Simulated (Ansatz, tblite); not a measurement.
Cost and result up the ladder for Sn₂F₄ (6 atoms). Charge 0, multiplicity 1. Geometry: PBE0-D4/def2-SVP.

```
atom   x (Å)   y (Å)   z (Å)
 Sn1  -0.304  -1.612   0.515
 Sn2   0.306   1.628  -0.509
  F3  -1.255   0.194  -0.158
  F4   1.259  -0.186   0.136
  F5  -0.174  -2.195  -1.345
  F6   0.168   2.171   1.363
```

Ansatz on 4 threads of AMD EPYC 9R45 on a shared host; xTB runs through tblite on one thread. Times are rough, summed over both states, and most runs start from the orbitals of an earlier one. ωB97M-V/def2-TZVP serves as the yardstick here, not as an exact answer. Differences are given only for rows in sets of like size (and for xTB, whose basis is part of the method), since another set adds its own error. The other state is a quintet at its own geometry.

In the def2 sets Sn takes a core potential; there is no spin–orbit coupling. The xTB rows come from tblite. Correlated methods freeze 12 core orbitals; core or outer-core shells of Sn are correlated, in sets that lack core-valence functions. The rows differ in basis, and correlated rows in double-zeta sets carry the largest basis error. The structure comes from a short search, and lower isomers may exist.

Correlated methods converge slowly with the basis, most of all in double-zeta sets (MP2 moves by 0.84 eV from def2-SVP to def2-TZVP here).

xTB has no spin-polarisation term.

```csv
level,functions,wall time
GFN1-xTB,34,0.005 s
GFN2-xTB,34,0.006 s
PBE-D4/def2-TZVP,224,1.9 s
revPBE-D4/def2-TZVP,224,1.9 s
PBE0-D4/def2-TZVP,224,3.7 s
MP2/def2-TZVP,224,3.9 s
r2SCAN-D4/def2-TZVP (with forces),224,3.9 s
ωB97M-V/def2-TZVP,224,7.8 s
CCSD(T)/def2-SVP,108,24 s
```

Q: Estimate what each level gives for the quintet − singlet (eV).

A: 
```
                            level  quintet − singlet (eV)  difference from ωB97M-V/def2-TZVP (eV)
                         GFN1-xTB                   12.45                                    4.69
                         GFN2-xTB                   11.88                                    4.12
                 PBE-D4/def2-TZVP                    7.47                                   -0.29
              revPBE-D4/def2-TZVP                    7.36                                   -0.40
                PBE0-D4/def2-TZVP                    7.44                                   -0.31
                    MP2/def2-TZVP                    8.01                                    0.25
r2SCAN-D4/def2-TZVP (with forces)                    7.29                                   -0.47
                ωB97M-V/def2-TZVP                    7.75                                    0.00
                 CCSD(T)/def2-SVP                    7.29                                       –
```
